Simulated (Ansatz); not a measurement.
The inner images of a band of Cl3FH2OTi (8 atoms, charge 0, multiplicity 1) are given out of order.

Theory: RKS B3LYP-D4/def2-SVP (Ansatz).

First end point:

```xyz
8
Properties=species:S:1:pos:R:3
Ti -0.024 0.052 -0.005
F 0.250 0.067 1.726
Cl 2.058 -0.072 -0.674
Cl -0.639 1.951 -0.900
Cl -0.796 -1.800 -0.977
O -2.161 0.012 0.882
H -2.626 -0.787 0.590
H -2.077 -0.053 1.846
```

Last end point:

```xyz
8
Properties=species:S:1:pos:R:3
Ti -0.448 -0.081 -0.271
F -0.304 0.985 1.931
Cl 1.592 -0.732 0.176
Cl -0.630 1.976 -0.991
Cl -1.001 -1.283 -2.013
O -1.735 -0.638 0.881
H -2.432 -1.284 0.703
H -1.057 0.428 2.072
```

Put them in order from the first end to the last, with their energies above the first end.
A.
```xyz
8
Properties=species:S:1:pos:R:3
Ti -0.353 0.069 -0.168
F -0.320 0.796 1.781
Cl 1.714 -0.598 0.018
Cl -0.483 2.029 -1.098
Cl -1.078 -1.283 -1.749
O -1.845 -0.496 0.962
H -2.402 -1.283 0.927
H -1.247 0.137 1.814
```
B.
```xyz
8
Properties=species:S:1:pos:R:3
Ti -0.108 0.141 -0.023
F 0.140 0.540 1.680
Cl 1.986 -0.355 -0.441
Cl -0.498 1.990 -1.096
Cl -0.984 -1.561 -1.233
O -2.071 -0.192 0.965
H -2.498 -1.023 0.703
H -1.981 -0.168 1.931
```
C.
```xyz
8
Properties=species:S:1:pos:R:3
Ti -0.152 0.179 -0.046
F 0.057 0.759 1.616
Cl 1.924 -0.466 -0.312
Cl -0.432 1.998 -1.203
Cl -1.069 -1.446 -1.347
O -1.995 -0.307 1.013
H -2.438 -1.141 0.792
H -1.909 -0.205 1.974
```
D.
```xyz
8
Properties=species:S:1:pos:R:3
Ti -0.066 0.098 -0.010
F 0.199 0.300 1.717
Cl 2.031 -0.224 -0.560
Cl -0.568 1.978 -0.989
Cl -0.898 -1.678 -1.111
O -2.130 -0.081 0.918
H -2.551 -0.910 0.638
H -2.032 -0.113 1.883
```
E.
```xyz
8
Properties=species:S:1:pos:R:3
Ti -0.265 0.150 -0.113
F -0.195 0.849 1.614
Cl 1.774 -0.608 -0.022
Cl -0.452 2.025 -1.187
Cl -1.088 -1.301 -1.629
O -1.900 -0.438 0.991
H -2.383 -1.273 1.018
H -1.505 -0.034 1.815
```
F.
```xyz
8
Properties=species:S:1:pos:R:3
Ti -0.424 -0.009 -0.219
F -0.328 0.861 1.888
Cl 1.655 -0.627 0.076
Cl -0.537 2.011 -1.039
Cl -1.050 -1.287 -1.877
O -1.791 -0.570 0.909
H -2.422 -1.293 0.806
H -1.117 0.284 1.944
```
G.
```xyz
8
Properties=species:S:1:pos:R:3
Ti -0.204 0.199 -0.084
F -0.071 0.888 1.561
Cl 1.845 -0.561 -0.157
Cl -0.394 2.022 -1.257
Cl -1.120 -1.330 -1.486
O -1.933 -0.408 1.025
H -2.379 -1.262 0.933
H -1.757 -0.177 1.952
```

D (+0.03 eV), B (+0.09 eV), C (+0.14 eV), G (+0.20 eV), E (+0.44 eV), A (+0.90 eV), F (+0.72 eV).

Run time: 7.6 min on 4 threads of Arm Neoverse V1 (shared host), peak memory 0.37 GiB.
